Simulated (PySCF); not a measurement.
Se(F)4 cation (F4Se), SMILES F[Se](F)(F)F (connectivity only; charge and spin as stated), charge +1, multiplicity 2. Atoms are numbered in the order given.

```xyz
5

Se     0.0000     0.0000     0.2032
F      0.0000     1.7339     0.4860
F      1.2886     0.0000    -0.8698
F      0.0000    -1.7339     0.4860
F     -1.2886     0.0000    -0.8698
```
Charge +1, spin multiplicity 2.

Geometry: B3LYP-D3(BJ)/def2-SVP. The multiplicity is an assumed one; other spin states were not compared. The isomer is the one that the SMILES or the coordinates give; other isomers of the formula were not compared.

Method: PBE/def2-TZVP run with PySCF.

ESP charges are fitted to the potential on shells at 1.4 to 2.0 van der Waals radii. Atomic charges (e):

```tsv
atom	Löwdin	ESP fit	Mulliken spin
Se1	0.91	?	0.33
F2	0.00	?	0.29
F3	0.04	?	0.04
F4	0.00	?	0.29
F5	0.04	?	0.04
```

**Question.** Complete the blanks. (Estimate from the structure and the level; the computed values follow.)

**Answer.** 
- Se1, ESP fit: 1.09
- F2, ESP fit: -0.03
- F3, ESP fit: -0.02
- F4, ESP fit: -0.03
- F5, ESP fit: -0.02

**Question.** Give the Mayer and Wiberg (Löwdin basis) orders of the bonds. (Estimate from the structure and the level; the computed values follow.)

**Answer.** 
| bond | Mayer | Wiberg |
|---|---|---|
| Se1–F2 | 1.06 | 1.56 |
| Se1–F3 | 1.20 | 1.67 |
| Se1–F4 | 1.06 | 1.56 |
| Se1–F5 | 1.20 | 1.67 |
